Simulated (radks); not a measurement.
Problem. Nb3+, configuration [Kr] 4d2 (the NIST ground configuration). Method: scalar-relativistic Kohn-Sham, r2SCAN, spin-polarised, spherical densities, finite nucleus; open shells are filled with parallel spins first (spin-orbit coupling, left out, can overturn this in heavy ions); meta-GGA in the generalised Kohn-Sham scheme; Fermi nuclear charge, rms radius 4.324 fm; computed with a radial shooting solver on a logarithmic mesh with Libxc functionals. Some entries of the table are withheld. Estimate them.

orbital  occ.  eigenvalue (eV)  r(max) (bohr)
1s down     1        -18881.92        0.02349
1s up       1        -18881.90        0.02349
2s up       1        -2680.205         0.1331
2s down     1        -2679.861         0.1331
2p up       3        -2394.032         0.1065
2p down     3        -2393.789         0.1065
3s up       1        -478.5468         0.3949
3s down     1        -478.4320         0.3949
3p up       3        -384.0772         0.3890
3p down     3        -383.9284         0.3890
3d up       5        -230.2211            (1)
3d down     5        -229.9369            (2)
4s up       1         -91.3496          1.033
4s down     1         -89.6432          1.027
4p up       3              (3)          1.119
4p down     3              (4)          1.113
4d up       2         -31.2224          1.396
4d down     0         -28.5615          1.375

Solution. 
(1) 3d up r(max) (bohr): 0.3354
(2) 3d down r(max) (bohr): 0.3356
(3) 4p up eigenvalue (eV): -66.4396
(4) 4p down eigenvalue (eV): -64.4629
